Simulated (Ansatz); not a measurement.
Molecule: C₆H₁₁ (charge 0, doublet). It need not be the lowest isomer of its formula. 
Geometry from a B3LYP-D3(BJ)/def2-TZVP (Ansatz, a program for electronic structure) optimisation:
```xyz
17

C      2.8104    -0.0403    -0.5885
C      1.3827    -0.2140    -0.1991
C      0.6158     0.7770     0.3801
C     -0.7103     0.6857     0.7704
C     -1.5803    -0.5181     0.6081
C     -2.4109    -0.4755    -0.6855
H      3.4588    -0.7527    -0.0659
H      2.9601    -0.2203    -1.6590
H      3.1673     0.9660    -0.3635
H      0.9390    -1.1851    -0.3898
H      1.1043     1.7348     0.5445
H     -1.1771     1.5745     1.1803
H     -2.2612    -0.5898     1.4615
H     -0.9779    -1.4293     0.6166
H     -3.0484     0.4103    -0.7110
H     -1.7587    -0.4409    -1.5594
H     -3.0514    -1.3563    -0.7681
```
Charge 0, spin multiplicity 2.

Total electronic energies in hartree. Correlated levels leave the core frozen unless marked. UHF or UKS for open shells. No spin-orbit coupling. Non-relativistic. CBS marks a two-point X^-3 extrapolation of the correlation energy; Hartree-Fock from the larger set. The bracket is a focal-point correction in the basis named.

The UHF reference is spin-contaminated (<S^2> 0.20 over the pure value in the largest basis). 

| level | program | energy (Eh) |
|---|---|---|
| HF/STO-3G | Ansatz | -230.80054 |
| HF/cc-pVTZ | Ansatz | -233.65869 |
| B3LYP/def2-TZVPD | Ansatz | -235.30463 |
| PBE0/def2-TZVP | Ansatz | -234.99583 |
| r2SCANh/def2-TZVPD | Ansatz | -235.13565 |
| LC-wPBE-D4/def2-TZVPD | Ansatz + dftd4 | -235.14928 |
| wB97X-V/def2-TZVPD | Ansatz | -235.22012 |
| CCSD(T)/cc-pVTZ | Ansatz | -234.75772 |
| RI-MP2/CBS(cc-pVTZ,cc-pVQZ)+[CCSD(T)-MP2]/cc-pVTZ | Ansatz | -234.8788 |

Totals of different functionals don't rank their quality; only differences between species are comparable.
